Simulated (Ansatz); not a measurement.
Geometry optimisation, Ansatz 0.2.0, RKS B3LYP/def2-SVP.

Input file:

```yaml
crystal:
  periodic: [false, false, false]
  atoms:
    - { symbol: "N", position_ang: [1.1742, 0.7594, 1.3246] }
    - { symbol: B, position_ang: [0.2059, 0.1669, 0.2769] }
    - { symbol: Si, position_ang: [-1.4688, 1.0532, -0.2714] }
    - { symbol: Sn, position_ang: [0.8274, -1.7652, -0.6345] }
    - { symbol: F, position_ang: [1.06219, -3.11338, 0.66222] }
    - { symbol: H, position_ang: [0.5606, 0.9631, 2.1783] }
    - { symbol: H, position_ang: [1.4157, 1.7518, 0.9586] }
    - { symbol: H, position_ang: [-2.5385, 0.1926, 0.0392] }
    - { symbol: H, position_ang: [-1.3904, 1.3384, -1.6601] }
    - { symbol: H, position_ang: [-1.5729, 2.3185, 0.5014] }
    - { symbol: H, position_ang: [2.37357, -1.44097, -1.49385] }
    - { symbol: H, position_ang: [-0.36919, -2.21268, -1.85088] }
basis:
  gaussian: { orbitals: def2-SVP }
hamiltonian:
  xc: b3lyp
relax:
  f_tol: 0.015
  max_steps: 40
```

Command:

```bash
$ ansatz run input.yaml --threads 2 --pin off --max-ram 3072MiB --backend cpu --events-out ev --progress --plain --runs-dir out
```

Where does it end, and by what steps?

The run converged. The force dipped under the threshold on the way, but the program's further checks kept it going. After 32 steps the energy has fallen by 2.396 eV; H7 moved furthest, 2.01 Å.

| step | energy less start (eV) | largest force component (eV/Å) | accepted |
| --- | --- | --- | --- |
| 0 | 0.0000 | 2.484 | yes |
| 2 | -0.6920 | 0.679 | yes |
| 4 | -1.0691 | 2.077 | yes |
| 6 | -1.7192 | 1.460 | yes |
| 8 | -2.1134 | 0.459 | yes |
| 10 | -2.1839 | 0.599 | yes |
| 12 | -2.2131 | 0.084 | yes |
| 14 | -2.2162 | 0.063 | yes |
| 16 | -2.2205 | 0.329 | yes |
| 18 | -2.2443 | 0.117 | yes |
| 20 | -2.2882 | 0.230 | yes |
| 22 | -2.3473 | 0.286 | yes |
| 24 | -2.3738 | 0.272 | yes |
| 26 | -2.3945 | 0.036 | yes |
| 28 | -2.3955 | 0.028 | yes |
| 30 | -2.3957 | 0.017 | yes |
| 32 | -2.3958 | 0.008 | yes |

```xyz
12
Properties=species:S:1:pos:R:3
N 0.754 0.457 1.362
B -0.004 0.230 0.226
Si -1.574 1.359 -0.355
Sn 0.872 -1.612 -0.796
F 2.281 -1.836 0.598
H 0.593 1.216 2.018
H 1.540 -0.155 1.596
H -2.817 0.530 -0.436
H -1.336 1.930 -1.718
H -1.841 2.499 0.582
H 1.769 -1.481 -2.264
H 0.044 -3.125 -0.783
```

Run time: 2.6 min on 2 threads of Arm Neoverse V1 (shared host), peak memory 0.31 GiB.
